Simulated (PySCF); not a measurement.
B(Me)2(NH2) (C2H8BN), SMILES CB(C)N. Atoms are numbered in the order given.

```xyz
12

B      0.0000     0.0000     0.0551
C      1.3807     0.0000    -0.7318
H      1.4486     0.8807    -1.3957
H      1.4486    -0.8807    -1.3957
H      2.2729     0.0000    -0.0832
C     -1.3807     0.0000    -0.7318
H     -1.4486     0.8807    -1.3957
H     -2.2729     0.0000    -0.0832
H     -1.4486    -0.8807    -1.3957
N      0.0000     0.0000     1.4599
H     -0.8478     0.0000     2.0179
H      0.8478     0.0000     2.0179
```

Coordinates come from a TPSSh-D3(BJ)/def2-SVP optimisation. Other conformers were not sampled.

Two levels are set side by side: PBE/pcSseg-1 (PySCF) and B3LYP/pcSseg-1 (PySCF). GIAO shifts against BF3 (¹¹B), NH3 (¹⁵N), TMS (¹H), TMS (¹³C) at the same level; non-relativistic, no solvent, atoms listed together averaged. Differences are taken from unrounded values.

| quantity | B3LYP | PBE | PBE minus B3LYP |
|---|---|---|---|
| δ(¹¹B) of B1 (ppm) | 34.6 | 32.6 | -2.1 |
| δ(¹³C) of C2, C6 (ppm) | 8.2 | 8.2 | 0.0 |
| δ(¹⁵N) of N10 (ppm) | 113.6 | 118.5 | 4.9 |
| δ(¹H) of H11, H12 (ppm) | 3.84 | 3.97 | 0.13 |

Rough cost on one machine, each run with all the roots and properties that it gave: B3LYP against PBE within a factor of 2.
